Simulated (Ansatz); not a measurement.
`[CH3][W]([NH2])(=[O])=[O]` + HCl → `[NH2][W](=[O])(=[O])[Cl]` + CH₄ at 500 K and 1 bar (ligand exchange at a W–C bond).

Isolated molecules relaxed with PBE0-D4/def2-TZVP in Ansatz; ΔE leaves out vibrations. CBS: MP2 limit from def2 TZ/QZ plus the TZ coupled-cluster correction, frozen cores. This one scheme is used for every species. Elements past krypton have def2 core potentials. For W outer-core shells are correlated without core-valence functions, which leaves a few kJ/mol of doubt a bond. Each species was taken in one conformer, which may not be the lowest.

| species | CCSD(T)/CBS energy (Eh) | H − E (kJ/mol) | S (J/(mol·K)) |
| --- | --- | --- | --- |
| `[CH3][W]([NH2])(=[O])=[O]` | -313.20736 | 226.3 | 422.9 |
| HCl | -460.38127 | 32.5 | 201.9 |
| `[NH2][W](=[O])(=[O])[Cl]` | -733.17837 | 129.9 | 404.9 |
| CH₄ | -40.46206 | 135.6 | 206.8 |

H − E and S are ideal-gas, rigid-rotor, harmonic terms from PBE0-D4/def2-TZVP, for one conformer and one mirror image of each species. 1 Eh = 2625.50 kJ/mol, R = 8.31446 J/(mol·K).

Q: By hand: ΔE, ΔH, ΔS and ΔG.

A: ΔE = (-733.17837) + (-40.46206) − (-313.20736) − (-460.38127) = -0.05180 Eh = -136.0 kJ/mol. Δ(H − E) = 129.9 + 135.6 − 226.3 − 32.5 = 6.7, so ΔH = -129.3 kJ/mol. ΔS = 404.9 + 206.8 − 422.9 − 201.9 = -13.1 J/(mol·K). ΔG = -129.3 − 500 × (-13.1)/1000 = -122.8 kJ/mol.

Q: By hand: the equilibrium constant, and the temperature at which ΔG would vanish if ΔH and ΔS stayed fixed.

A: log₁₀ K = −ΔG/(RT ln 10) = 12.8. ΔG = 0 at ΔH/ΔS = 9870 K, far beyond where these terms or the molecules hold.

The number of gas molecules stays the same, so ΔS is small and ΔH decides. A doubt of 5 kJ/mol in ΔE shifts log₁₀ K by 0.5 here. Other conformers and mirror images would add mixing entropy, several J/(mol·K) or more a flexible species. These are equilibria of isolated gas molecules and say nothing of rates. Largest T1 diagnostic: 0.022 (customary marks: 0.02 for closed shells, 0.045 for open ones).
